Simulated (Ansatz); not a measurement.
Computed with r2SCAN-D4/def2-SVP (Ansatz, an electronic-structure program). No frequencies were computed at this level.

Ansatz 0.2 input:
```yaml
crystal:
  periodic: [false, false, false]
  atoms:
    - { symbol: Zr, position_ang: [-0.000142, 0.0, -0.000261] }
    - { symbol: Cl, position_ang: [-1.45742, -1.711914, -0.112514] }
    - { symbol: Cl, position_ang: [2.077409, -0.753602, -0.42949] }
    - { symbol: Cl, position_ang: [-0.560137, 1.563391, -1.519568] }
    - { symbol: Cl, position_ang: [-0.059713, 0.902127, 2.061824] }
basis:
  gaussian: { orbitals: def2-svp }
hamiltonian:
  xc: r2scan
  dispersion: d4
relax:
  max_steps: 150
```

Output:

```
Functional definition: r2SCAN
1058 factors; their error is unknown
mean field evaluation 1: about -51361.2621 eV, gradient 1.7e1 eV
mean field evaluation 2: about -51361.5154 eV, gradient 1.4e1 eV
mean field evaluation 4: about -51361.9409 eV, gradient 6.1e-1 eV
mean field evaluation 8: about -51361.8841 eV, gradient 5.6e-3 eV
mean field -51361.88411808 eV, -1887.5144270041 hartree, gradient 6.7e-5 eV, S^2 0.000000; 0 other end points of the search recorded, 0 dependent functions left out
reference -51361.88415001 eV, -1887.5144281776 hartree; 40, 40 occupied and 63, 63 virtual orbitals, 1058 factors
relax step   1: F+E_penalty+E_count = -51361.93777774 eV  Δ(F+E_penalty+E_count) = +0.000e0 eV  max|allowed force component| = 1.532e0 eV/Å  Δτ_max = 0.0000 Å  (23 SCF iters, accepted)
these checks for a lower state are left out or cut short: starts, cluster_reference, orbital_swaps, neighbouring_geometries, increment
1058 factors; their error is unknown
mean field evaluation 16: about -51362.1053 eV, gradient 8.5e-2 eV
mean field -51362.10529190 eV, -1887.5225549918 hartree, gradient 1.8e-5 eV, S^2 0.000000; 0 other end points of the search recorded, 0 dependent functions left out
reference -51362.10532376 eV, -1887.5225561626 hartree; 40, 40 occupied and 63, 63 virtual orbitals, 1058 factors
relax step   2: F+E_penalty+E_count = -51362.15720156 eV  Δ(F+E_penalty+E_count) = -2.194e-1 eV  max|allowed force component| = 4.546e-1 eV/Å  Δτ_max = 0.1075 Å  (34 SCF iters, accepted)
these checks for a lower state are left out or cut short: starts, cluster_reference, orbital_swaps, neighbouring_geometries, increment
1058 factors; their error is unknown
mean field -51362.13365340 eV, -1887.5235972577 hartree, gradient 1.9e-5 eV, S^2 0.000000; 0 other end points of the search recorded, 0 dependent functions left out
reference -51362.13368527 eV, -1887.5235984291 hartree; 40, 40 occupied and 63, 63 virtual orbitals, 1058 factors
relax step   3: F+E_penalty+E_count = -51362.18607098 eV  Δ(F+E_penalty+E_count) = -2.887e-2 eV  max|allowed force component| = 1.650e-2 eV/Å  Δτ_max = 0.0298 Å  (27 SCF iters, accepted)
these checks for a lower state are left out or cut short: starts, cluster_reference, orbital_swaps, neighbouring_geometries, increment
1058 factors; their error is unknown
mean field -51362.13370552 eV, -1887.5235991731 hartree, gradient 5.9e-5 eV, S^2 0.000000; 0 other end points of the search recorded, 0 dependent functions left out
reference -51362.13373739 eV, -1887.5236003445 hartree; 40, 40 occupied and 63, 63 virtual orbitals, 1058 factors
relax step   4: F+E_penalty+E_count = -51362.18610645 eV  Δ(F+E_penalty+E_count) = -3.547e-5 eV  max|allowed force component| = 1.000e-4 eV/Å  Δτ_max = 0.0010 Å  (20 SCF iters, accepted)
1058 factors; their error is unknown
mean field evaluation 32: about -51362.1915 eV, gradient 8.6e-2 eV
mean field -51362.13370552 eV, -1887.5235991731 hartree, gradient 5.9e-5 eV, S^2 0.000000; 1 other end points of the search recorded, 0 dependent functions left out
reference -51362.13373739 eV, -1887.5236003445 hartree; 40, 40 occupied and 63, 63 virtual orbitals, 1058 factors
Total energy: -51362.18613832 eV, -1887.5255260431 hartree
Atom 0 at     0.000001     0.000000     0.000002 Å, force     0.000023    -0.000000     0.000042 eV/Å
Atom 1 at    -1.508333    -1.771714    -0.116449 Å, force     0.000035     0.000037     0.000009 eV/Å
Atom 2 at     2.149849    -0.779881    -0.444472 Å, force    -0.000076     0.000029     0.000023 eV/Å
Atom 3 at    -0.579725     1.618057    -1.572706 Å, force     0.000011    -0.000019     0.000025 eV/Å
Atom 4 at    -0.061795     0.933541     2.133616 Å, force     0.000007    -0.000047    -0.000100 eV/Å
Dipole moment:     0.000000    -0.000000     0.000000 e Å
```

Cost: roughly 50 core-seconds.
